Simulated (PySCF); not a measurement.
**Nuclear quadrupole coupling in `CS[Si@@H](C)O[SiH2]O`**

C2H10O2SSi2.
Geometry (GFN2-xTB, Å), atoms numbered from 1 in this order:
```
atom  x, y, z in Å
C1     0.932   -2.241    0.701
S2     1.743   -0.778   -0.020
Si3    0.518    0.768    0.849
C4     1.151    2.420    0.196
O5    -1.017    0.506    0.421
Si6   -2.144   -0.038   -0.632
O7    -1.543   -1.210   -1.572
H8    -0.123   -2.235    0.447
H9     1.062   -2.233    1.778
H10    1.416   -3.113    0.274
H11    0.514    0.611    2.298
H12    1.269    2.411   -0.884
H13    0.458    3.215    0.451
H14    2.114    2.663    0.630
H15   -2.544    1.134   -1.399
H16   -3.144   -0.705    0.181
H17   -0.669   -1.163   -1.955
```

Field gradients from the PBE0/pcSseg-1 density (PySCF, non-relativistic), principal values in atomic units, ordered |Vxx| ≤ |Vyy| ≤ |Vzz|:

```
atom      Vxx      Vyy     Vzz
  S2  -0.0049  -2.0831  2.0880
  O5  -0.3736  -0.6376  1.0112
  O7  -0.4409  -1.0549  1.4958
```

Question: Find the asymmetry η = (Vxx − Vyy)/Vzz and the couplings χ = eQV/h (234.96 MHz × Q in barn × V in au), with Q(33S) = −0.0678 b, Q(17O) = −0.0256 b.

Answer: 
```json
{"atom": "S2", "environment": "sulfur bonded to C and Si", "nucleus": "33S", "η": "1.00", "χzz (MHz)": "-33.26", "χxx (MHz)": "0.08", "χyy (MHz)": "33.19"}
{"atom": "O5", "environment": "siloxane oxygen", "nucleus": "17O", "η": "0.26", "χzz (MHz)": "-6.08", "χxx (MHz)": "2.25", "χyy (MHz)": "3.84"}
{"atom": "O7", "environment": "silanol oxygen", "nucleus": "17O", "η": "0.41", "χzz (MHz)": "-9.00", "χxx (MHz)": "2.65", "χyy (MHz)": "6.35"}
```

At S2 η is above 0.9: Vyy and Vzz are nearly equal in size and opposite in sign, so a small change could swap them and flip the sign of χzz. The tensor is traceless: Vxx + Vyy + Vzz = 0.

Question: What is Vzz at S2 in SI units (1 au = 9.71736 × 10²¹ V/m²)?

Answer: 2.0880 au = 20.290 × 10²¹ V/m².

Question: And the gradient at the other heavy atoms, for which no coupling is worked out here?

Answer: 
```csv
atom,environment,Vzz (au),η
C1,S-methyl carbon,0.313,0.09
Si3,oxygen-bound silicon,-0.531,0.71
C4,Si-methyl carbon,-0.041,0.02
Si6,oxygen-bound silicon,-0.562,0.99
```

Question: What couplings would deuterons (Q(2H) = 0.00286 b) have in place of the hydrogens, at this geometry?

Answer: 
```tsv
atom	bonded to	bond length (Å)	Vzz (au)	η	χzz (kHz)
H8	C1	1.085	0.3103	0.04	208
H9	C1	1.085	0.3151	0.04	212
H10	C1	1.085	0.3180	0.04	214
H11	Si3	1.458	0.1638	0.02	110
H12	C4	1.086	0.3235	0.01	217
H13	C4	1.085	0.3269	0.01	220
H14	C4	1.084	0.3270	0.01	220
H15	Si6	1.457	0.1617	0.01	109
H16	Si6	1.451	0.1663	0.00	112
H17	O7	0.956	0.4982	0.06	335
```

One conformer (not necessarily the lowest) at the GFN2-xTB geometry, without solvent, vibrations or thermal averaging. GFN2-xTB bond lengths can be off by several hundredths of an ångström, more for odd bonds, and the gradients follow them. The small basis limits the accuracy of the gradients.
